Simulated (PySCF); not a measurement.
Gas-phase reaction: Sb(CH3)3 ⇌ SbH3 + C3H6 (cyclic)

Method: PySCF energies (xtb for GFN2) plus ideal-gas RRHO corrections (1 bar). † marks an energy on the PBE0/def2-TZVP geometry and frequencies; other levels use their own. MP2 freezes the core. All species are closed-shell singlets. B3LYP is the form with VWN-RPA correlation. Sb: scalar-relativistic def2 core potential, no spin-orbit coupling. MP2 isn't extrapolated to the basis-set limit; its ΔH°(298 K) is 130.8 kJ in def2-SVP and 179.3 kJ in def2-TZVPP. The harmonic model lacks anharmonicity and excited electronic states, which grow with temperature; levels with a mode under 35 cm⁻¹ are left out. Soft modes under 120 cm⁻¹ make the harmonic entropy rough for Sb(CH3)3.

```tsv
level	ΔE electronic, kJ	ΔH°(298 K), kJ	ΔS°(298 K), J/K	ΔG°(800 K), kJ
B3LYP/def2-TZVP†	163	141	112	57
BLYP/def2-TZVP†	161	139	112	55
GFN2-xTB	101	74	106	-5
HF/def2-TZVP†	149	127	112	43
MP2/def2-SVP†	153	131	112	47
MP2/def2-TZVPP†	201	179	112	95
PBE/def2-TZVP†	167	145	112	61
PBE0/def2-TZVP	167	145	112	61
ωB97X-V/def2-TZVP†	173	151	112	67
```
ΔH° is lowest at GFN2-xTB and highest at MP2/def2-TZVPP†. No reference value is set beside these.
